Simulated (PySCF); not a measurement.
From one molecule to another.

First species: C7H13FO2.
SMILES: `CCO[C@@H]1C[C@@H]1[C@@H](F)OC`

Second species: C7H13FO2.
Geometry (PBE0-D3(BJ)/def2-SVP, Å), atoms numbered from 1 in this order:
```xyz
23
C7H13FO2 angstrom
C     -1.3987   -1.2946   -1.6012
C     -0.7402   -1.4956   -0.2481
C     -0.4279   -0.1957    0.4623
O      0.3695    0.6752   -0.3122
C      1.6775    0.2985   -0.5193
C      2.4909    1.5171   -0.8551
F      1.7510   -0.5901   -1.5808
C     -1.5722    0.6170    1.0765
C     -0.7850    0.4482    2.3775
O      0.1565   -0.4199    1.7396
H     -1.6490   -2.2602   -2.0640
H     -0.7252   -0.7536   -2.2794
H     -2.3319   -0.7150   -1.5136
H     -1.3832   -2.0828    0.4265
H      0.2006   -2.0587   -0.3544
H      2.0627   -0.2384    0.3651
H      2.5008    2.2092   -0.0022
H      3.5222    1.2300   -1.1001
H      2.0419    2.0251   -1.7205
H     -2.5464    0.1117    1.0543
H     -1.6576    1.6336    0.6748
H     -1.3079   -0.0580    3.2051
H     -0.3092    1.3659    2.7635
```

Levels: PBE0/def2-SVPD for dipole moment, HOMO energy, LUMO energy, HOMO–LUMO gap, static isotropic polarisability and electronic spatial extent ⟨r²⟩ about the centre of nuclear charge; TDDFT PBE0/def2-SVPD for lowest singlet excitation; TDA PBE0/def2-SVPD for lowest triplet excitation (Tamm–Dancoff); ΔSCF PBE0/def2-SVPD for vertical ionisation energy; PBE0-D3(BJ)/def2-SVP for rotational constant A and rotational constant C. Geometries: PBE0-D3(BJ)/def2-SVP. Each species is one conformer at its optimised geometry, gas phase, non-relativistic unless stated. Electronic properties by PySCF.

Dipoles, sizes and rotational constants follow the conformer. The torsions of the flexible species, by atom-mapped SMILES:
- `[CH3:1][CH2:2][O:3][C@@H:4]1[CH2:5][C@@H:6]1[C@@H:7]([F:8])[O:9][CH3:10]`: C1–C2–O3–C4 -79°, C2–O3–C4–C5 174°, C5–C6–C7–F8 69°, C6–C7–O9–C10 173°
- `[CH3:1][CH2:2][C@@:3]1([O:4][C@H:5]([CH3:6])[F:7])[CH2:8][CH2:9][O:10]1`: C1–C2–C3–O4 -56°, C2–C3–O4–C5 -70°, C3–O4–C5–C6 -158°

```json
{"property": "dipole moment", "column X": "2.01 D", "column Y": "2.00 D"}
{"property": "HOMO energy", "column X": "-7.19 eV", "column Y": "-7.86 eV"}
{"property": "LUMO energy", "column X": "0.71 eV", "column Y": "0.69 eV"}
{"property": "HOMO–LUMO gap", "column X": "7.90 eV", "column Y": "8.55 eV"}
{"property": "lowest singlet excitation", "column X": "6.82 eV", "column Y": "7.40 eV"}
{"property": "lowest triplet excitation (Tamm–Dancoff)", "column X": "6.66 eV", "column Y": "7.25 eV"}
{"property": "static isotropic polarisability", "column X": "92.8 au", "column Y": "91.0 au"}
{"property": "vertical ionisation energy", "column X": "9.05 eV", "column Y": "9.79 eV"}
{"property": "electronic spatial extent ⟨r²⟩ about the centre of nuclear charge", "column X": "1646 bohr²", "column Y": "1529 bohr²"}
{"property": "rotational constant A", "column X": "1.658 GHz", "column Y": "1.761 GHz"}
{"property": "rotational constant C", "column X": "0.717 GHz", "column Y": "0.827 GHz"}
```

Question: Which column belongs to which species?

Answer: Column X is the first species and column Y the second. The first has 23 atoms and 80 electrons, the second 23 and 80.

Question: How does each property change from the first species to the second?

Answer: dipole moment -0.01 D; HOMO energy -0.67 eV; LUMO energy -0.02 eV; HOMO–LUMO gap +0.65 eV; lowest singlet excitation +0.58 eV; lowest triplet excitation (Tamm–Dancoff) +0.59 eV; static isotropic polarisability -1.8 au; vertical ionisation energy +0.74 eV; electronic spatial extent ⟨r²⟩ about the centre of nuclear charge -117 bohr²; rotational constant A +0.103 GHz; rotational constant C +0.110 GHz.

On the first: A dipole of 2.01 D is allowed in C1, and pure rotational transitions are dipole-allowed. No computed singlet falls in the visible range (750 to 380 nm, 1.65 to 3.26 eV); S1 lies 3.56 eV above its blue end.

On the second: The vertical singlet–triplet gap S1 − T1 is 0.15 eV (TDDFT singlet less Tamm–Dancoff triplet; S1: HOMO→LUMO, weight 0.85; T1: HOMO→LUMO, weight 0.62). The ΔSCF ionisation energy exceeds −ε(HOMO) by 1.93 eV with PBE0.
